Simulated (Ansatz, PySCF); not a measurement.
System: sum formula SOF, charge 0, multiplicity 2. It need not be the lowest isomer of its formula. 
Structure (B3LYP-D3(BJ)/def2-TZVP (Ansatz, a first-principles code) minimum search):
```xyz
3

O     -1.2135    -0.4937     0.0699
S     -0.1129     0.4581    -0.0167
F      1.2793    -0.3756    -0.0325
```
Charge 0, spin multiplicity 2.

Quantity: atomisation energy (electronic, to ground-state atoms), in kJ/mol. Correlated levels leave the core frozen unless marked. UHF or UKS for open shells. No spin-orbit coupling. Non-relativistic. The coupled-cluster limit lacks core correlation, which all-electron functionals hold. CBS marks a two-point X^-3 extrapolation of the correlation energy; Hartree-Fock from the larger set.

| level | program | atomisation energy (kJ/mol) |
|---|---|---|
| HF-D4/def2-TZVPD | PySCF + dftd4 | 413.6 |

### Question
What does CCSD(T)/CBS(cc-pV(T+d)Z,cc-pV(Q+d)Z) (Ansatz) give?

### Answer
882.8 kJ/mol, so HF-D4/def2-TZVPD differs from it by -469.2 kJ/mol.
